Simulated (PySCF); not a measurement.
Radial density of Kr²⁺ (krypton, charge +2)

LDA, [Ar] 3d10 4s2 4p4, high-spin 3P determinant. All numbers are calculated (PySCF 2.14, the spin-free X2C one-electron Hamiltonian (Gaussian nucleus), in jorge-DZP-DKH (8s6p2d1f, 43 functions)).

| r (bohr) | 4πr²ρ (e/bohr) | 4πr²(ρα − ρβ) |
| --- | --- | --- |
| 0.000730 | 0.3992 | 0.0000 |
| 0.00123 | 0.9581 | 0.0000 |
| 0.00207 | 2.273 | 0.0000 |
| 0.00347 | 5.243 | 0.0000 |
| 0.00584 | 11.37 | 0.0001 |
| 0.00983 | 22.25 | 0.0005 |
| 0.0165 | 36.48 | 0.0031 |
| 0.0278 | 44.83 | 0.0156 |
| 0.0468 | 39.07 | 0.0575 |
| 0.0787 | 40.50 | 0.1249 |
| 0.132 | 53.43 | 0.0773 |
| 0.223 | 33.95 | 0.0034 |
| 0.374 | 35.29 | 0.3049 |
| 0.630 | 24.68 | 0.0120 |
| 1.06 | 6.393 | 0.8762 |
| 1.78 | 3.669 | 1.2520 |
| 3.00 | 0.4537 | 0.1797 |
| 5.04 | 0.006588 | 0.0030 |

Densities and radii are taken from the X2C orbitals without a picture-change correction, which distorts them close to the nucleus.
